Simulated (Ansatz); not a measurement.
Reaction (formal exchange of groups at the Si–O bond): `[CH3][Mg][O][SiH3]` + `BSC` → `CSB[SiH3]` + `[CH3][Mg][OH]`

Calculated with Ansatz (gas phase, PBE0-D4/def2-TZVP geometries, no zero-point term in ΔE). CCSD(T)/CBS adds triple-zeta CCSD(T) − MP2 to the extrapolated MP2 energy (def2 sets, frozen cores). For Mg outer-core shells are correlated without core-valence functions, which leaves a few kJ/mol of doubt a bond. One conformer a species, not always the lowest.

`[CH3][Mg][O][SiH3]`:

```xyz
10

C    -2.456    1.200   -0.733
Mg   -0.660    0.322   -0.196
O     0.901   -0.442    0.269
Si    2.299   -1.123    0.686
H    -3.231    0.449   -0.911
H    -2.356    1.789   -1.648
H    -2.824    1.870    0.049
H     2.740   -2.132   -0.323
H     3.389   -0.109    0.807
H     2.197   -1.824    2.000
```

`BSC`:

Cartesian coordinates in Å:
```
B 1.435 -0.536 -0.410
S 0.659 0.573 0.698
C -1.113 0.450 0.355
H 0.798 -1.183 -1.185
H 2.624 -0.598 -0.335
H -1.486 1.429 0.056
H -1.629 0.135 1.261
H -1.288 -0.271 -0.441
```

`CSB[SiH3]`:

```xyz
11

C    -1.863   -0.463   -1.462
S    -0.586   -1.007   -0.299
B     0.306    0.417    0.176
Si    1.820    0.192    1.476
H    -2.842   -0.724   -1.059
H    -1.720   -0.979   -2.411
H    -1.795    0.613   -1.609
H     0.000    1.482   -0.276
H     1.573    1.016    2.694
H     2.013   -1.221    1.903
H     3.092    0.672    0.865
```

`[CH3][Mg][OH]`:

Cartesian coordinates in Å:
```
C 1.317 -0.211 -0.241
Mg -0.698 0.111 0.128
O -2.412 0.382 0.442
H 1.485 -0.593 -1.252
H 1.743 -0.938 0.457
H 1.896 0.712 -0.142
H -3.331 0.538 0.608
```

| species | CCSD(T)/CBS(def2) energy (Eh) |
| --- | --- |
| `[CH3][Mg][O][SiH3]` | -605.89973 |
| `BSC` | -463.64092 |
| `CSB[SiH3]` | -753.91766 |
| `[CH3][Mg][OH]` | -315.57215 |

Q: Work out ΔE.

A: ΔE = (-753.91766) + (-315.57215) − (-605.89973) − (-463.64092) = 0.05084 Eh = +133.5 kJ/mol.

Largest T1 diagnostic among the species: 0.015.

Leaving LDA and LC-ωPBE aside and taking each functional with its dispersion term where it has one, the values, not all of them listed here, spread over 33.0 kJ/mol, from PBE-D4 to BHLYP-D4. At CCSD(T), def2-SVP lies −6.7 kJ/mol from the extrapolated value and def2-TZVPP −0.2 kJ/mol.
